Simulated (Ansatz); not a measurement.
**Question.** Name a neutral molecule of B, C and H with LUMO energy (B3LYP/def2-TZVPP) between -3.10 and -2.80 eV and HOMO energy (PBE/def2-TZVPP) between -6.45 and -6.15 eV (Ansatz, PBE0-D4/def2-TZVP geometry).

**Answer.** `BC=C=C=C` (-3.01 eV, -6.39 eV). Other molecules can fit too; these were computed, each in one conformer that needn't be the lowest.

B3LYP here is the variant with VWN-RPA as its local correlation; programs differ in this.
